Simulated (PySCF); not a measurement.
Al(OMe)(OEt)(NH2), C₃H₁₀AlNO₂, SMILES CC[O][Al]([NH2])[O]C (GFN2-xTB optimised geometry):

```
17

Al    -0.982    -0.483     0.000
O     -1.803     0.946     0.000
C     -2.301     2.246    -0.005
H     -2.956     2.388    -0.870
H     -2.878     2.427     0.907
H     -1.489     2.977    -0.057
O      0.673    -0.483     0.000
C      1.960    -1.015    -0.020
C      1.949    -2.531    -0.173
H      2.512    -0.564    -0.856
H      2.467    -0.743     0.915
H      1.444    -2.799    -1.098
H      2.965    -2.916    -0.192
H      1.410    -2.977     0.659
N     -1.959    -1.968     0.008
H     -2.965    -1.976    -0.001
H     -1.595    -2.906    -0.012
```

Computed with CAM-B3LYP/def2-SVP run with PySCF 2.14.0.

Q: What are the frontier orbital energies and the dipole moment?

A: HOMO-2 -8.92 eV, HOMO-1 -8.89 eV, HOMO -8.09 eV, LUMO 1.46 eV, LUMO+1 2.59 eV; dipole moment 0.62 D.

Meta-Löwdin charges at CAM-B3LYP/def2-SVP: Al1 1.06, O2 -0.62, C3 -0.04, H4 0.09, H5 0.09, H6 0.09, O7 -0.62, C8 0.08, C9 -0.29, H10 0.08, H11 0.08, H12 0.09, H13 0.10, H14 0.09, N15 -0.71, H16 0.21, H17 0.21.
